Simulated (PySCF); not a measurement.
Si(Me)(Cl)3, CH3Cl3Si, SMILES C[Si](Cl)(Cl)Cl, B3LYP/def2-SVP optimised geometry.

```
8

C     -0.81     0.60     0.00
Si    -0.16    -1.14     0.00
Cl     1.91    -1.14     0.00
Cl    -0.81    -2.15     1.68
Cl    -0.81    -2.15    -1.68
H     -0.46     1.14    -0.90
H     -1.91     0.60     0.00
H     -0.46     1.14     0.90
```

Density from B3LYP/def2-TZVP run with PySCF at that geometry.

Minimum of the electron density along straight lines between bonded atoms, close to the bond critical point (lines longer than 1.1 times the sum of covalent radii, or with two minima, are not listed):

```json
[
 {"bond": "C1–Si2", "length / Å": "1.857", "ρ at the minimum / e bohr⁻³": "0.131", "∇²ρ there / e bohr⁻⁵": "0.13", "position (fraction from the first atom)": "0.61"},
 {"bond": "Si2–Cl3", "length / Å": "2.067", "ρ at the minimum / e bohr⁻³": "0.100", "∇²ρ there / e bohr⁻⁵": "0.18", "position (fraction from the first atom)": "0.36"},
 {"bond": "Si2–Cl4", "length / Å": "2.067", "ρ at the minimum / e bohr⁻³": "0.100", "∇²ρ there / e bohr⁻⁵": "0.18", "position (fraction from the first atom)": "0.36"},
 {"bond": "Si2–Cl5", "length / Å": "2.067", "ρ at the minimum / e bohr⁻³": "0.100", "∇²ρ there / e bohr⁻⁵": "0.18", "position (fraction from the first atom)": "0.36"},
 {"bond": "C1–H6", "length / Å": "1.101", "ρ at the minimum / e bohr⁻³": "0.269", "∇²ρ there / e bohr⁻⁵": "-0.89", "position (fraction from the first atom)": "0.64"},
 {"bond": "C1–H7", "length / Å": "1.101", "ρ at the minimum / e bohr⁻³": "0.269", "∇²ρ there / e bohr⁻⁵": "-0.89", "position (fraction from the first atom)": "0.64"},
 {"bond": "C1–H8", "length / Å": "1.101", "ρ at the minimum / e bohr⁻³": "0.269", "∇²ρ there / e bohr⁻⁵": "-0.89", "position (fraction from the first atom)": "0.64"}
]
```
